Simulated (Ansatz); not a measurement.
Consider the formal exchange of groups at the Sn–O bond: `[OH][Sn][O][SiH3]` + `C#CCC` → `C[CH2][Sn][OH]` + `C#CO[SiH3]`.

Gas-phase electronic energies from Ansatz, PBE0-D4/def2-TZVP geometries. CBS: MP2 limit from def2 TZ/QZ plus the TZ coupled-cluster correction, frozen cores. def2 core potentials past Kr. For Sn outer-core shells are correlated without core-valence functions, which leaves a few kJ/mol of doubt a bond. Each species was taken in one conformer, which may not be the lowest.

```csv
species,HF/CBS(def2) energy (Eh)
`[OH][Sn][O][SiH3]`,-654.54472
`C#CCC`,-154.96857
`C[CH2][Sn][OH]`,-367.52738
`C#CO[SiH3]`,-441.90211
```

(1) Work out ΔE.

Largest T1 diagnostic among the species: 0.016.

Answers

(1) ΔE = (-367.52738) + (-441.90211) − (-654.54472) − (-154.96857) = 0.08380 Eh = +2.28 eV. CCSD(T)/CBS gives +2.22 eV.

At CCSD(T), def2-SVP lies −0.16 eV from the extrapolated value and def2-TZVPP −0.08 eV. In def2-TZVPP, CCSD(T) changes the Hartree–Fock value by −0.11 eV (the triples alone add −0.01 eV) and MP2 by −0.04 eV.
